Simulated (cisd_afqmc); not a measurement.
Input (AFQMC/CISD/def2-QZVPPD; cisd_afqmc is a phaseless AFQMC code with CISD trial states that reads the integrals written by Ansatz): A basis named .json is the Basis Set Exchange file of that set.

Ansatz 0.2 input:
```python
import cisd_afqmc

open("ham.yaml", "w").write("""\
crystal:
  periodic: [false, false, false]
  atoms:
    - {symbol: B, position_ang: [0.00000000, 0.00000000, 0.00000000]}
basis:
  gaussian:
    orbitals: def2-QZVPPD.json
magnetization: {spin_polarized: true, initial_magnetization: 1}
correlation: {method: ccsd, electrons: outside_noble_gas, hamiltonian_folder: ham}
scf: {lower_state_search: full}
""")
rep = cisd_afqmc.ansatz("ham.yaml")
e_ccsd = rep["correlation"]["coupled_cluster"]["energy"]["hartree"]
out = cisd_afqmc.run("ham", e_ccsd, trial="CISD", walkers=2000, populations=1, threads=12, dt=0.005, steps=40, early=24, settle=10, least=100,
    cut=5e-5, rank_cut=2e-4, target=0.0004, seconds=1000, seed=4, memory=62639, gpu=True)
```

Output:

```
orbitals 62, occupied [2, 1], factors 297 of 371, rank of the doubles 96 of 181
E(HF) = -24.533099
E(CCSD) on the cut factors = -24.599301, shift to the whole factors -0.000005
Energy of the trial state on the determinant = -24.599180
  tau behind 7.2 of longer steps, mean of the populations' last blocks
   2.0  -24.60103
   4.0  -24.60093
   6.0  -24.60089
   8.0  -24.60118
  10.0  -24.60059
  12.0  -24.60088
  14.0  -24.60100
  16.0  -24.60067
  18.0  -24.60090
  20.0  -24.60102
  22.0  -24.60091
blocks 97 (3 outliers left out), error by blocks joined: 1: 0.00003, 2: 0.00003, 4: 0.00003, 8: 0.00004
E(AFQMC/CISD) = -24.60094 +/- 0.00004
```
